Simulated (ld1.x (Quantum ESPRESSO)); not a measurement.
## An all-electron radial function and its pseudo partner (Al (Z = 13))

Columns: radius, all-electron u(r) and pseudo u(r) of the 3p shell (level -2.71 eV) of aluminium in the configuration [Ne] 3s2 3p1; PBE, scalar-relativistic, TM semilocal scheme, ld1.x (Quantum ESPRESSO) 7.5.

```tsv
r (bohr)	all-electron	pseudo
0.103	0.0762	-0.0026
0.205	0.1662	-0.0102
0.308	0.2101	-0.0227
0.410	0.2088	-0.0397
0.513	0.1760	-0.0609
0.615	0.1248	-0.0856
0.718	0.0633	-0.1135
0.820	-0.0016	-0.1437
0.923	-0.0671	-0.1761
1.025	-0.1296	-0.2097
1.128	-0.1890	-0.2445
1.230	-0.2434	-0.2796
1.332	-0.2929	-0.3148
1.435	-0.3380	-0.3499
1.538	-0.3784	-0.3841
1.640	-0.4140	-0.4162
1.743	-0.4455	-0.4461
1.845	-0.4724	-0.4725
1.948	-0.4952	-0.4953
2.050	-0.5139	-0.5139
2.153	-0.5291	-0.5291
2.255	-0.5406	-0.5406
2.358	-0.5491	-0.5491
2.460	-0.5546	-0.5546
2.562	-0.5575	-0.5575
2.665	-0.5580	-0.5580
```

Question: How many radial nodes do the two functions have?

Answer: The all-electron 3p function has n − l − 1 = 1; the pseudo-wave has 0, since the states of the same l below it are removed with the core.

Question: At about which radius was the pseudo-wave matched?

Answer: 2.05 bohr. The columns agree to 0.0005 from 1.84 bohr on; several derivatives are matched, so the curves merge somewhat inside the radius.

Question: Is the pseudo-wave norm-conserving?

Answer: Yes: the TM semilocal scheme keeps the norm inside the radius equal to the all-electron one, which fixes the energy derivative of the logarithmic derivative at the level.
